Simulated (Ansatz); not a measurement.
**Molecular dynamics of AlClH4OSi**

Input:

```yaml
crystal:
  periodic: [false, false, false]
  atoms:
    - { symbol: Al, position_ang: [-0.076091, 0.027985, -0.134925] }
    - { symbol: Cl, position_ang: [-0.079827, -1.074439, 1.629444] }
    - { symbol: O, position_ang: [1.103753, -0.320982, -1.189925] }
    - { symbol: Si, position_ang: [2.373995, -1.365066, -1.274877] }
    - { symbol: H, position_ang: [1.922242, -2.715674, -1.221968] }
    - { symbol: H, position_ang: [3.053932, -1.153289, -2.507332] }
    - { symbol: H, position_ang: [3.284099, -1.144121, -0.200679] }
    - { symbol: H, position_ang: [-1.105702, 1.044086, -0.349838] }
basis:
  gaussian: { orbitals: STO-3G }
hamiltonian:
  xc: hf
md:
  timestep: 0.25
  n_steps: 100
  ensemble: nvt_langevin
  temperature: 400.0
  initial_velocities: maxwell_boltzmann
  seed: 162705
  friction: 0.01
```

Run as:

```bash
$ ansatz run input.yaml --threads 1 --pin off --max-ram 2048MiB --backend cpu --events-out ev --progress --plain --runs-dir out
```

It starts from a relaxed structure.

Output, in part (one step line in 2, the closing report, with atoms numbered from 0):

```
md step     0: t =     0.00 fs  T =   350.0 K  F+E_penalty+E_count = -28722.66580400 eV  E_kin = 0.361928 eV  (27 SCF iters)
md step     2: t =     0.50 fs  T =   334.0 K  F+E_penalty+E_count = -28722.66034470 eV  E_kin = 0.345342 eV  (22 SCF iters)
md step     4: t =     1.00 fs  T =   319.6 K  F+E_penalty+E_count = -28722.64638481 eV  E_kin = 0.330446 eV  (22 SCF iters)
md step     6: t =     1.50 fs  T =   300.2 K  F+E_penalty+E_count = -28722.62835148 eV  E_kin = 0.310390 eV  (22 SCF iters)
md step     8: t =     2.00 fs  T =   291.6 K  F+E_penalty+E_count = -28722.60866247 eV  E_kin = 0.301499 eV  (22 SCF iters)
md step    10: t =     2.50 fs  T =   286.4 K  F+E_penalty+E_count = -28722.59231584 eV  E_kin = 0.296123 eV  (22 SCF iters)
md step    12: t =     3.00 fs  T =   276.2 K  F+E_penalty+E_count = -28722.57995647 eV  E_kin = 0.285585 eV  (22 SCF iters)
md step    14: t =     3.50 fs  T =   259.7 K  F+E_penalty+E_count = -28722.57436264 eV  E_kin = 0.268593 eV  (22 SCF iters)
md step    16: t =     4.00 fs  T =   260.2 K  F+E_penalty+E_count = -28722.57458531 eV  E_kin = 0.269033 eV  (22 SCF iters)
md step    18: t =     4.50 fs  T =   278.2 K  F+E_penalty+E_count = -28722.58210051 eV  E_kin = 0.287702 eV  (22 SCF iters)
md step    20: t =     5.00 fs  T =   305.6 K  F+E_penalty+E_count = -28722.59195878 eV  E_kin = 0.316002 eV  (22 SCF iters)
md step    22: t =     5.50 fs  T =   310.4 K  F+E_penalty+E_count = -28722.59998638 eV  E_kin = 0.320931 eV  (22 SCF iters)
md step    24: t =     6.00 fs  T =   319.2 K  F+E_penalty+E_count = -28722.60430949 eV  E_kin = 0.330092 eV  (42 SCF iters)
md step    26: t =     6.50 fs  T =   307.1 K  F+E_penalty+E_count = -28722.60355674 eV  E_kin = 0.317517 eV  (22 SCF iters)
md step    28: t =     7.00 fs  T =   305.1 K  F+E_penalty+E_count = -28722.59694071 eV  E_kin = 0.315505 eV  (22 SCF iters)
md step    30: t =     7.50 fs  T =   295.1 K  F+E_penalty+E_count = -28722.58626734 eV  E_kin = 0.305190 eV  (22 SCF iters)
md step    32: t =     8.00 fs  T =   281.3 K  F+E_penalty+E_count = -28722.57308862 eV  E_kin = 0.290856 eV  (22 SCF iters)
md step    34: t =     8.50 fs  T =   282.5 K  F+E_penalty+E_count = -28722.56300813 eV  E_kin = 0.292078 eV  (22 SCF iters)
md step    36: t =     9.00 fs  T =   292.1 K  F+E_penalty+E_count = -28722.55840647 eV  E_kin = 0.302050 eV  (22 SCF iters)
md step    38: t =     9.50 fs  T =   301.5 K  F+E_penalty+E_count = -28722.56108423 eV  E_kin = 0.311804 eV  (22 SCF iters)
md step    40: t =    10.00 fs  T =   302.2 K  F+E_penalty+E_count = -28722.57162824 eV  E_kin = 0.312546 eV  (22 SCF iters)
md step    42: t =    10.50 fs  T =   320.3 K  F+E_penalty+E_count = -28722.58561602 eV  E_kin = 0.331181 eV  (22 SCF iters)
md step    44: t =    11.00 fs  T =   326.4 K  F+E_penalty+E_count = -28722.59965303 eV  E_kin = 0.337501 eV  (22 SCF iters)
md step    46: t =    11.50 fs  T =   313.6 K  F+E_penalty+E_count = -28722.60910421 eV  E_kin = 0.324301 eV  (21 SCF iters)
md step    48: t =    12.00 fs  T =   321.6 K  F+E_penalty+E_count = -28722.61261758 eV  E_kin = 0.332558 eV  (22 SCF iters)
md step    50: t =    12.50 fs  T =   327.1 K  F+E_penalty+E_count = -28722.60858267 eV  E_kin = 0.338230 eV  (22 SCF iters)
md step    52: t =    13.00 fs  T =   299.5 K  F+E_penalty+E_count = -28722.59657437 eV  E_kin = 0.309713 eV  (22 SCF iters)
md step    54: t =    13.50 fs  T =   280.0 K  F+E_penalty+E_count = -28722.57978992 eV  E_kin = 0.289492 eV  (22 SCF iters)
md step    56: t =    14.00 fs  T =   253.3 K  F+E_penalty+E_count = -28722.56203088 eV  E_kin = 0.261942 eV  (21 SCF iters)
md step    58: t =    14.50 fs  T =   252.8 K  F+E_penalty+E_count = -28722.54823008 eV  E_kin = 0.261400 eV  (22 SCF iters)
md step    60: t =    15.00 fs  T =   251.6 K  F+E_penalty+E_count = -28722.53810373 eV  E_kin = 0.260175 eV  (22 SCF iters)
md step    62: t =    15.50 fs  T =   249.6 K  F+E_penalty+E_count = -28722.53728856 eV  E_kin = 0.258105 eV  (22 SCF iters)
md step    64: t =    16.00 fs  T =   268.9 K  F+E_penalty+E_count = -28722.54767431 eV  E_kin = 0.278104 eV  (21 SCF iters)
md step    66: t =    16.50 fs  T =   289.7 K  F+E_penalty+E_count = -28722.56316238 eV  E_kin = 0.299620 eV  (22 SCF iters)
md step    68: t =    17.00 fs  T =   321.2 K  F+E_penalty+E_count = -28722.58134351 eV  E_kin = 0.332170 eV  (22 SCF iters)
md step    70: t =    17.50 fs  T =   348.2 K  F+E_penalty+E_count = -28722.59821121 eV  E_kin = 0.360022 eV  (21 SCF iters)
md step    72: t =    18.00 fs  T =   362.9 K  F+E_penalty+E_count = -28722.60825614 eV  E_kin = 0.375277 eV  (22 SCF iters)
md step    74: t =    18.50 fs  T =   341.3 K  F+E_penalty+E_count = -28722.60695745 eV  E_kin = 0.352909 eV  (21 SCF iters)
md step    76: t =    19.00 fs  T =   350.3 K  F+E_penalty+E_count = -28722.59297127 eV  E_kin = 0.362192 eV  (21 SCF iters)
md step    78: t =    19.50 fs  T =   316.7 K  F+E_penalty+E_count = -28722.56791091 eV  E_kin = 0.327508 eV  (22 SCF iters)
md step    80: t =    20.00 fs  T =   305.6 K  F+E_penalty+E_count = -28722.53766477 eV  E_kin = 0.315990 eV  (22 SCF iters)
md step    82: t =    20.50 fs  T =   289.1 K  F+E_penalty+E_count = -28722.51261887 eV  E_kin = 0.298977 eV  (21 SCF iters)
md step    84: t =    21.00 fs  T =   263.1 K  F+E_penalty+E_count = -28722.50067463 eV  E_kin = 0.272046 eV  (22 SCF iters)
md step    86: t =    21.50 fs  T =   266.8 K  F+E_penalty+E_count = -28722.50384516 eV  E_kin = 0.275911 eV  (22 SCF iters)
md step    88: t =    22.00 fs  T =   296.9 K  F+E_penalty+E_count = -28722.52415379 eV  E_kin = 0.306989 eV  (21 SCF iters)
md step    90: t =    22.50 fs  T =   308.1 K  F+E_penalty+E_count = -28722.55133982 eV  E_kin = 0.318577 eV  (22 SCF iters)
md step    92: t =    23.00 fs  T =   352.7 K  F+E_penalty+E_count = -28722.57545528 eV  E_kin = 0.364671 eV  (22 SCF iters)
md step    94: t =    23.50 fs  T =   370.7 K  F+E_penalty+E_count = -28722.58886472 eV  E_kin = 0.383337 eV  (21 SCF iters)
md step    96: t =    24.00 fs  T =   372.2 K  F+E_penalty+E_count = -28722.58755284 eV  E_kin = 0.384875 eV  (22 SCF iters)
md step    98: t =    24.50 fs  T =   375.6 K  F+E_penalty+E_count = -28722.56955223 eV  E_kin = 0.388376 eV  (21 SCF iters)
md step   100: t =    25.00 fs  T =   338.2 K  F+E_penalty+E_count = -28722.53853716 eV  E_kin = 0.349732 eV  (42 SCF iters)
Total energy: -28722.53853716 eV, -1055.5338224048 hartree
Atom 0 at     0.010299     0.083677    -0.016213 Å, force    -0.236581    -0.016357     0.445861 eV/Å
Atom 1 at    -0.112840    -1.136782     1.671650 Å, force     0.098096    -0.064598    -0.107959 eV/Å
Atom 2 at     1.144897    -0.285425    -1.104189 Å, force    -0.299664    -0.265369    -0.270181 eV/Å
Atom 3 at     2.316745    -1.399760    -1.409899 Å, force    -0.016359    -0.393871    -0.928430 eV/Å
Atom 4 at     1.846648    -2.757909    -1.747064 Å, force     0.139506     1.420173     0.238464 eV/Å
Atom 5 at     3.088741    -0.858594    -2.520489 Å, force    -0.342098    -0.546545     0.706315 eV/Å
Atom 6 at     3.105015    -1.511433    -0.243406 Å, force     0.455588    -0.102205     0.188546 eV/Å
Atom 7 at    -0.953166     1.191663    -0.027927 Å, force     0.201513    -0.031229    -0.272616 eV/Å
Dipole moment:     0.097916     0.275513    -0.577851 e Å
```

The run went to its last step. The mean temperature of the second half is 23 % below the set value. A run of 0.025 ps of so small a system gives no equilibrium averages. Limits of this set-up: minimal basis.

The same pairs are bonded in the first frame and the last. Pairs count as bonded within 1.25 times the sum of covalent radii (0.12 Å more for H–H).

Last frame:

```xyz
8
Properties=species:S:1:pos:R:3
Al 0.010 0.084 -0.016
Cl -0.113 -1.137 1.672
O 1.145 -0.285 -1.104
Si 2.317 -1.400 -1.410
H 1.847 -2.758 -1.747
H 3.089 -0.859 -2.521
H 3.105 -1.511 -0.243
H -0.953 1.192 -0.028
```

Run time: 42 s on 1 thread of Arm Neoverse V2, on a shared host, peak memory 0.081 GiB.
